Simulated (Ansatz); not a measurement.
Reaction (redistribution): `ClC[SiH2][SbH2]` + `C/C(O)=N\[SiH3]` → `C/C(O)=[N]\[SbH2]` + `[SiH3][SiH2]CCl`

Program: Ansatz. Geometries: PBE0-D4/def2-TZVP. ΔE: electronic, gas phase. CCSD(T)/CBS adds triple-zeta CCSD(T) − MP2 to the extrapolated MP2 energy (def2 sets, frozen cores). Double bonds are as drawn, so ΔE can hold a change between cis and trans. Functionals use def2-TZVPP. B3LYP here is the variant with VWN-RPA as its local correlation; programs differ in this. Elements past krypton have def2 core potentials. For Sb outer-core shells are correlated without core-valence functions, which leaves a few kJ/mol of doubt a bond. Each species was taken in one conformer, which may not be the lowest.

`ClC[SiH2][SbH2]`:

Cartesian coordinates in Å:
```
Cl -0.765 -0.957 -1.984
C -0.626 -1.194 -0.223
Si 0.836 -0.219 0.474
Sb 0.592 2.329 0.254
H -1.568 -0.882 0.228
H -0.496 -2.264 -0.048
H 0.950 -0.554 1.922
H 2.075 -0.664 -0.215
H -0.019 2.166 -1.330
H -0.979 2.238 0.922
```

`C/C(O)=N\[SiH3]`:

Cartesian coordinates in Å:
```
C -0.907 0.829 -0.994
C -0.298 -0.504 -0.700
O -0.638 -1.397 -1.649
N 0.437 -0.855 0.260
Si 1.054 -0.004 1.615
H -1.994 0.731 -1.041
H -0.638 1.561 -0.237
H -0.572 1.174 -1.974
H -0.213 -2.228 -1.396
H 0.581 -0.678 2.852
H 0.650 1.434 1.688
H 2.538 -0.063 1.575
```

`C/C(O)=[N]\[SbH2]`:

Cartesian coordinates in Å:
```
C 0.909 -0.936 -0.415
C 0.228 0.369 -0.688
O 0.875 1.070 -1.647
N -0.801 0.859 -0.147
Sb -1.905 -0.165 1.222
H 1.321 -0.928 0.598
H 0.188 -1.756 -0.469
H 1.714 -1.121 -1.123
H 0.380 1.897 -1.746
H -2.276 1.255 2.096
H -0.633 -0.543 2.319
```

`[SiH3][SiH2]CCl`:

Cartesian coordinates in Å:
```
Si 0.273 0.297 1.840
Si -0.708 0.352 -0.289
C 0.370 -0.601 -1.512
Cl -0.359 -0.571 -3.142
H -0.562 1.049 2.814
H 0.407 -1.109 2.311
H 1.629 0.909 1.800
H -2.056 -0.274 -0.249
H -0.838 1.757 -0.757
H 1.366 -0.164 -1.593
H 0.478 -1.646 -1.222
```

**Question.** Is it downhill or uphill in electronic energy at CCSD(T)/CBS, and by how much? (An estimate is asked.)

**Answer.** Ansatz gave: Uphill: ΔE = +100.3 kJ/mol.

**Question.** What do these levels give: PBE0-D4, B2PLYP, PBE, r2SCAN, PBE0, B3LYP, MP2/def2-TZVPP, SCS-MP2/def2-TZVPP, CCSD/def2-TZVPP, HF/def2-QZVPP, HF/CBS(def2), MP2/CBS(def2)? (Estimate.)

**Answer.** Computed: PBE0-D4 100.0, B2PLYP 101.0, PBE 90.2, r2SCAN 98.9, PBE0 99.2, B3LYP 99.3, MP2/def2-TZVPP 105.6, SCS-MP2/def2-TZVPP 101.4, CCSD/def2-TZVPP 100.2, HF/def2-QZVPP 113.2, HF/CBS(def2) 113.1, MP2/CBS(def2) 108.9 kJ/mol.

Largest T1 diagnostic among the species: 0.015.

In def2-TZVPP, CCSD(T) changes the Hartree–Fock value by −17.3 kJ/mol (the triples alone add −3.1 kJ/mol) and MP2 by −8.8 kJ/mol. From PBE to PBE0 (25 % exact exchange), in def2-TZVPP and without D4, ΔE moves by +9.0 kJ/mol.
